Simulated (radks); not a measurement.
Spin polarisation of the 5d1 shell in the hafnium ion Hf+. Start: [Xe] 4f14 5d(up 0.5, down 0.5) 6s2; electrons of 5d are moved from spin down to spin up, other shells keep equal spins. Calculated with a radial shooting solver on a logarithmic mesh with Libxc functionals: scalar-relativistic Kohn-Sham, r2SCAN, spin-polarised, spherical densities, finite nucleus; meta-GGA in the generalised Kohn-Sham scheme; Fermi nuclear charge, rms radius of each element as measured or else 0.836 A^(1/3) + 0.57 fm.

| moment (Bohr magnetons) | E - E(0) (eV) | e(5d up) (eV) | e(5d down) (eV) | 6s down minus up (eV) | 4f down minus up (eV) | 5p down minus up (eV) |
|---|---|---|---|---|---|---|
| 0 | 0.000 | -10.566 | -10.566 | 0.000 | 0.000 | 0.000 |
| 0.25 | -0.015 | -10.681 | -10.448 | 0.129 | 0.026 | 0.165 |
| 0.5 | -0.058 | -10.790 | -10.327 | 0.260 | 0.053 | 0.330 |
| 0.75 | -0.130 | -10.896 | -10.205 | 0.395 | 0.079 | 0.495 |
| 1 | -0.230 | -10.995 | -10.084 | 0.534 | 0.106 | 0.661 |

At moment 1 the spin-polarisation energy is -0.230 eV and the 5d exchange splitting 0.911 eV, that is 0.911 eV per Bohr magneton; E = -I m^2/4 would give I = 0.921 eV.
